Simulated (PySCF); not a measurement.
Vertical excitations of a molecule C3H5Br from TDA-PBE0/def2-SVPD (PySCF 2.14.0), as energy in eV (oscillator strength): 5.66 (0.000), 6.51 (0.000), 6.53 (0.195), 6.60 (0.023), 6.80 (0.003), 7.56 (0.003), 7.76 (0.018), 7.79 (0.040), 7.85 (0.043), 8.10 (0.225). Lowest triplet (TDA): 4.06 eV. Coordinates come from a TPSSh-D3(BJ)/def2-SVP optimisation. The values are those of a single conformer.

Problem. Identify the compound among the candidates.
A. C=C(C)Br
B. C/C=C\Br
C. BrC1CC1

Solution. A, C=C(C)Br
